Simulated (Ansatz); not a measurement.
Computed with Ansatz on PBE0-D4/def2-TZVP structures; ΔE is electronic, products minus reactants. CCSD(T)/CBS adds triple-zeta CCSD(T) − MP2 to the extrapolated MP2 energy (def2 sets, frozen cores). This one scheme is used for every species. Functionals use def2-TZVPP. B3LYP here is the variant with VWN-RPA as its local correlation; programs differ in this. HSE06 is defined as in plane-wave codes. Each species was taken in one conformer, which may not be the lowest.

`F[SiH2]C(F)Cl` + HCl → `FC(Cl)Cl` + `F[SiH3]`  (substitution at a C–Si bond)

| level | ΔE (kJ/mol) | difference from CCSD(T)/CBS |
| --- | --- | --- |
| LDA (SPW92) | 41.1 | -7.6 |
| revPBE-D4 | 42.2 | -6.5 |
| BLYP-D4 | 44.4 | -4.3 |
| B97M-V | 43.8 | -4.9 |
| B3LYP-D4 | 46.8 | -1.9 |
| HSE06-D4 | 45.2 | -3.5 |
| ωB97X-V | 45.0 | -3.7 |
| PBE0 | 43.1 | -5.6 |
| r2SCANh | 44.5 | -4.2 |
| CAM-B3LYP | 44.8 | -3.9 |
| LC-ωPBE | 47.0 | -1.7 |
| HF/def2-SVP | 48.3 | -0.4 |
| MP2/def2-TZVPP | 45.6 | -3.1 |
| CCSD/def2-TZVPP | 49.6 | 0.9 |
| SCS-MP2/def2-QZVPP | 44.8 | -3.9 |
| MP2/CBS(def2) | 46.2 | -2.5 |
| CCSD(T)/CBS | 48.7 | 0 |

Problem. What do rigid-rotor, harmonic-oscillator terms from PBE0-D4/def2-TZVP frequencies (298.15 K, 1 bar) make of the CCSD(T)/CBS value? (Best estimate.)

Solution. Ansatz gave: ΔZPE = +3.8 kJ/mol, ΔH = +49.0 kJ/mol, ΔS = 5 J/(mol·K), ΔG = +47.6 kJ/mol.

Largest T1 diagnostic among the species: 0.011.

The D4 term adds +3.8 kJ/mol with B3LYP and +2.3 kJ/mol with PBE0; it sums over pairs of atoms, weighted by their polarisabilities, and B3LYP, whose exchange is more repulsive, gets the larger term. Leaving LDA and LC-ωPBE aside and taking each functional with its dispersion term where it has one, the values, not all of them listed here, spread over 7.0 kJ/mol, from revPBE-D4 to BHLYP-D4. At CCSD(T), def2-SVP lies −6.0 kJ/mol from the extrapolated value and def2-TZVPP −0.6 kJ/mol.
